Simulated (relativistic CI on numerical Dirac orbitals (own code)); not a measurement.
Sensitivity of the levels of Dy XVIII to α and to the nuclear radius

These numbers are calculated, not measured: Dirac-Coulomb-Breit CI, separate exchange-only KLI orbitals for each configuration, derivatives by finite differences, unscaled Slater integrals, QED left out (own radial code, finite nucleus).

Configuration list (outside the closed core [Kr] 4d10): 4f³, 4f²5s, 4f5s², 4f5s5p, 4f²5p, 4f5p², 4f5s5d, 4f²5d. Levels of other configurations are missing.

With x = (α/α₀)² − 1 an excitation energy changes as ω = ω₀ + qx; K = 2q/ω₀ is the relative enhancement. Terms are leading LS components, so labels can repeat. The field-shift factor is F = δν/δ⟨r²⟩ for the transition from the lowest level.

Lowest level 4f³ ⁴I°9/2.

```csv
Level,ω₀ (cm⁻¹),q (cm⁻¹),K,F (GHz/fm²)
4f³ ⁴I°11/2,6620.5,7072,2.14,0.254
4f³ ⁴I°13/2,13232.5,13170,1.99,0.48
4f³ ⁴I°15/2,19730.1,18370,1.86,0.679
4f³ ⁴F°3/2,27893.6,2099,0.15,0.252
4f³ ²H°9/2,28788.0,4168,0.29,0.325
4f³ ⁴F°5/2,31859.0,7117,0.447,0.428
4f³ ⁴S°3/2,34247.9,8342,0.487,0.479
4f³ ⁴F°7/2,34447.2,8565,0.497,0.49
4f³ ⁴F°9/2,38659.3,13980,0.723,0.678
4f³ ²H°11/2,39761.6,14580,0.734,0.706
4f³ ⁴G°5/2,41898.8,3457,0.165,0.396
4f³ ²G°7/2,42045.1,9713,0.462,0.575
4f³ ²K°13/2,44591.5,8383,0.376,0.559
4f³ ⁴G°7/2,47973.9,11670,0.487,0.675
4f³ ⁴G°9/2,50038.5,14400,0.576,0.769
4f³ ²D°3/2,50910.4,9361,0.368,0.628
4f³ ²K°15/2,50930.1,13140,0.516,0.744
4f³ ²G°9/2,54703.0,21410,0.783,1.01
4f³ ²P°1/2,55640.9,9537,0.343,0.668
4f³ ⁴G°11/2,56105.4,17060,0.608,0.892
4f³ ²D°5/2,57804.1,13230,0.458,0.788
4f³ ²D°3/2,66662.0,21160,0.635,1.08
4f³ ²I°11/2,67628.0,8010,0.237,0.707
```

At this charge energies of transitions that change n are usually good to better than 1 %, and those within a shell (Δn = 0) to a few per cent. Terms inside the open d or f shell come out 10 to 20 % too wide with unscaled integrals.
